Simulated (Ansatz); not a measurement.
Consider the substitution at a C–O bond: `CC[O][Zr]([OH])([O]CC)[O]CC` + `[OH][Ga]([F])[Cl]` → `CC[O][Ga]([F])[Cl]` + `CC[O][Zr]([OH])([OH])[O]CC`.

Isolated molecules relaxed with PBE0-D4/def2-TZVP in Ansatz; ΔE leaves out vibrations. CBS: MP2 limit from def2 TZ/QZ plus the TZ coupled-cluster correction, frozen cores. Functionals use def2-TZVPP. B3LYP here is the variant with VWN-RPA as its local correlation; programs differ in this. Elements past krypton have def2 core potentials. For Ga, Zr outer-core shells are correlated without core-valence functions, which leaves a few kJ/mol of doubt a bond. Scalar relativity is left out up to krypton. Each species was taken in one conformer, which may not be the lowest.

`CC[O][Zr]([OH])([O]CC)[O]CC`:

```xyz
27

C    -3.062   -0.560   -0.504
C    -2.379   -0.930    0.795
O    -1.191   -0.230    0.966
Zr    0.424    0.813    1.039
O     0.347    2.039    2.537
O     0.606    1.787   -0.613
C     0.643    2.401   -1.859
C    -0.460    1.894   -2.764
O     1.918   -0.390    1.221
C     2.819   -1.444    1.311
C     2.119   -2.785    1.245
H    -3.298    0.507   -0.523
H    -3.993   -1.121   -0.623
H    -2.415   -0.781   -1.356
H    -3.047   -0.721    1.641
H    -2.168   -2.008    0.812
H     0.433    2.632    3.275
H     1.621    2.217   -2.324
H     0.550    3.487   -1.729
H    -1.439    2.087   -2.320
H    -0.417    2.389   -3.737
H    -0.362    0.817   -2.921
H     3.551   -1.364    0.495
H     3.379   -1.360    2.252
H     1.577   -2.890    0.302
H     1.401   -2.883    2.064
H     2.842   -3.602    1.320
```

`[OH][Ga]([F])[Cl]`:

Z-matrix (Å, degrees):
```
Ga
O 1 1.761
Cl 1 2.115 2 124.1
F 1 1.733 2 117.4 3 180.0
H 2 0.961 1 113.2 3 0.0
```

`CC[O][Ga]([F])[Cl]`:

Z-matrix (Å, degrees):
```
C
C 1 1.511
H 1 1.095 2 110.9
H 1 1.092 2 110.6 3 -120.8
H 1 1.093 2 110.6 3 119.2
O 2 1.420 1 112.4 3 64.9
H 2 1.097 1 110.1 3 -59.1
H 2 1.094 1 110.3 3 -177.3
Ga 6 1.758 2 121.9 1 -68.0
F 9 1.745 6 119.4 2 -6.2
Cl 9 2.105 6 122.1 2 175.1
```

`CC[O][Zr]([OH])([OH])[O]CC`:

Cartesian coordinates in Å:
```
C 1.548 1.065 -2.672
C 0.131 1.061 -2.141
O 0.104 1.068 -0.751
Zr 0.255 1.018 1.164
O -0.734 2.493 1.934
O 2.120 1.109 1.666
O -0.493 -0.650 1.765
C -1.050 -1.915 1.910
C -1.461 -2.501 0.576
H 2.091 0.184 -2.324
H 1.548 1.061 -3.766
H 2.083 1.954 -2.330
H -0.404 0.173 -2.506
H -0.413 1.938 -2.515
H -1.378 3.104 2.274
H 2.992 1.210 2.031
H -1.921 -1.850 2.575
H -0.322 -2.575 2.400
H -1.898 -3.494 0.709
H -2.201 -1.862 0.088
H -0.597 -2.590 -0.087
```

```tsv
level	ΔE (kJ/mol)
r2SCAN-D4	11.9
B97M-V	12.9
ωB97X-V	11.2
B2PLYP	13.3
PBE	12.8
B3LYP	11.8
r2SCAN0	11.3
CAM-B3LYP	10.5
```

(1) What does CCSD(T)/CBS give? (An estimate is asked.)

Largest T1 diagnostic among the species: 0.015.

Answers

(1) Computed: +12.0 kJ/mol. The listed levels differ from it by -0.1, 0.9, -0.8, 1.3, 0.8, -0.2, -0.7, -1.5 kJ/mol.

In def2-TZVPP, CCSD(T) changes the Hartree–Fock value by +3.1 kJ/mol (the triples alone add +0.9 kJ/mol) and MP2 by +3.6 kJ/mol. Leaving LDA and LC-ωPBE aside and taking each functional with its dispersion term where it has one, the values, not all of them listed here, spread over 3.1 kJ/mol, from ωB97M-V to PBE-QIDH.
